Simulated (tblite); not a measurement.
Species: C4H9ClOSi.
Atom-mapped SMILES: `[CH3:1][O:2][SiH2:3][CH2:4]/[CH:5]=[CH:6]\[Cl:7]` (hydrogens: H8, H9, H10 on C1; H11, H12 on Si3; H13, H14 on C4; H15 on C5; H16 on C6)

Geometry (GFN2-xTB, Å), atoms numbered from 1 in this order:
```
atom  x, y, z in Å
C1     3.118    0.206    0.571
O2     1.842   -0.276    0.280
Si3    0.456    0.558    0.189
C4    -0.800   -0.807   -0.236
C5    -2.156   -0.225   -0.332
C6    -3.033   -0.143    0.655
Cl7   -2.710   -0.750    2.237
H8     3.435    0.937   -0.177
H9     3.139    0.683    1.553
H10    3.808   -0.638    0.564
H11    0.132    1.227    1.451
H12    0.509    1.579   -0.867
H13   -0.530   -1.274   -1.182
H14   -0.772   -1.571    0.539
H15   -2.438    0.201   -1.284
H16   -4.011    0.301    0.563
```

Method: GFN2-xTB as coded in tblite; computed harmonic values from a numerical Hessian at the method's own geometry, unscaled. This tight-binding method is rough: wavenumbers can miss measured ones by several per cent, in bad cases by 10 to 20. Modes of hydrogen on silicon can be 10 to 20 % off. One conformer, not necessarily the lowest.

Harmonic wavenumbers (cm⁻¹): 28.9, 39.6, 81.8, 103.7, 113.7, 195.7, 222.2, 265.8, 422.1, 491.1, 534.7, 602.0, 691.5, 740.3, 757.0, 783.2, 792.1, 815.9, 825.7, 867.5, 1038.4, 1118.6, 1132.7, 1134.6, 1158.9, 1193.2, 1218.8, 1283.1, 1416.6, 1455.4, 1480.2, 1487.8, 1679.8, 2197.0, 2253.8, 2954.3, 2967.1, 2996.5, 2998.1, 3001.3, 3065.0, 3090.8.

A = 3933, B = 734.3, C = 665.1 MHz; mass 136.011 u (most abundant isotopes); point group C1, symmetry number 1.

Q: Zero-point energy?

A: ½Σν̃ = 25848 cm⁻¹ = 73.90 kcal/mol.

Q: Entropy at 400 K, 1 bar (ideal gas, RRHO, classical rotation)?

A: Translation 42.12, rotation 30.38, vibration 41.55: S = 114.1 cal/(mol K).

Q: And Cp and H(400 K) − H(0)?

A: Cp = 43.89 cal/(mol K), of which vibrations give 35.94 (their classical limit is 42 R = 83.5); H(400 K) − H(0) = 10.98 kcal/mol without the zero-point energy, 7.80 from vibrations.

Q: What must be added to the electronic energy to get the Gibbs energy at 400 K and 1 bar?

A: ZPE + [H(400 K) − H(0)] − T·S = 73.90 + 10.98 − 45.62 = 39.26 kcal/mol.

Q: Blend soft modes into free rotors: weight 1/[1 + (100 cm⁻¹/ν̃)⁴] for the oscillator and the rest for a rotor with moment μB/(μ + B), μ = h/(8π²ν), B = 10⁻⁴⁴ kg m². What vibrational entropy results?

A: 36.27 cal/(mol K) in place of 41.55, which changes −T·S at 400 K by +2.11 kcal/mol.

Q: How do the functions run with temperature in this model?

A: 
```
T (K)  S (cal/(mol K))  Cp (cal/(mol K))  H − H(0) (kcal/mol)  G − H(0) (kcal/mol)  ln q(vib)
  100             73.8              19.9                 1.46                -5.93       2.88
  200             89.9              27.5                 3.81               -14.16       5.92
  300            102.6              35.9                 6.98               -23.80       8.58
  500            124.6              50.6                15.72               -46.58      13.50
  800            151.7              64.5                33.16               -88.17      20.20
 1000            166.7              70.5                46.69              -120.04      24.26
```

q(vib) and H(0) count from the zero-point level.

Hindered rotation and anharmonicity are outside this model. Other conformers, if any are populated, would add a mixing term that is left out. The structure is chiral; the term R ln 2 for an equal mix with its mirror image is left out.
